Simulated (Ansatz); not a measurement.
`[F][SnH2][I]` and `[F][GeH2][I]` differ in one element.

Ansatz, PBE0-D4/def2-TZVP geometries, multiplicity 1. 

Elements past krypton have def2 core potentials. Scalar relativity is left out up to krypton.

| property | `[F][SnH2][I]` |
| --- | --- |
| HOMO–LUMO gap (PBE/def2-TZVPP) / eV | 4.25 |
| HOMO energy (ωB97M-V/def2-TZVPP) / eV | -10.06 |
| LUMO energy (PBE/def2-TZVPP) / eV | -2.53 |
| LUMO energy (B3LYP/def2-TZVPP) / eV | -1.98 |
| size of the dipole moment (ωB97M-V/def2-TZVPP) / D | 2.62 |
| HOMO energy (PBE0/def2-TZVPP) / eV | -7.94 |

Problem. What does the change do to each property? (Estimate.)

Solution. Ansatz gave: 
```csv
property,`[F][GeH2][I]`,shift
HOMO–LUMO gap (PBE/def2-TZVPP) / eV,4.73,0.48
HOMO energy (ωB97M-V/def2-TZVPP) / eV,-10.06,0.00
LUMO energy (PBE/def2-TZVPP) / eV,-2.05,0.48
LUMO energy (B3LYP/def2-TZVPP) / eV,-1.48,0.50
size of the dipole moment (ωB97M-V/def2-TZVPP) / D,1.99,-0.63
HOMO energy (PBE0/def2-TZVPP) / eV,-7.94,0.00
```

Dipoles are sizes alone; their direction can turn.

B3LYP here is the variant with VWN-RPA as its local correlation; programs differ in this.

Spin–orbit coupling is left out; it splits and shifts lone-pair levels of the heavy atoms by tenths of an eV.
